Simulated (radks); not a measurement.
Q: The mean radii <r> (bohr) of the occupied orbitals of an atom or ion are listed with their occupations. Method: Dirac Kohn-Sham, BLYP, spin-unpolarised, spherical densities, finite nucleus; Fermi nuclear charge, rms radius of each element as measured or else 0.836 A^(1/3) + 0.57 fm; computed with a radial shooting solver on a logarithmic mesh with Libxc functionals.

orbital  occ.      <r>
1s1/2       2  0.02971
2s1/2       2   0.1281
2p1/2       2   0.1084
2p3/2       4   0.1137
3s1/2       2   0.3484
3p1/2       2   0.3395
3p3/2       4   0.3506
3d3/2       4   0.3223
3d5/2       6   0.3259
4s1/2       2   0.8476
4p1/2       2   0.9009
4p3/2       4   0.9315
4d3/2       4    1.175
4d5/2       6    1.192
5s1/2       2    2.614
5p1/2       1    3.650

Name the element and its charge. Open shells, if any, fill j = l - 1/2 first.

A: Z = 49, indium, charge 0: In in [Kr] 4d10 5s2 5p1. The 1s radius gives Z: for a bare nucleus <r> = (2 gamma + 1)/(2Z) with gamma = sqrt(1 - (Z/c)^2), 0.02926 bohr for Z = 49, and screening makes it slightly larger (0.02971 here). The occupations add up to 49, and the charge is Z minus that.
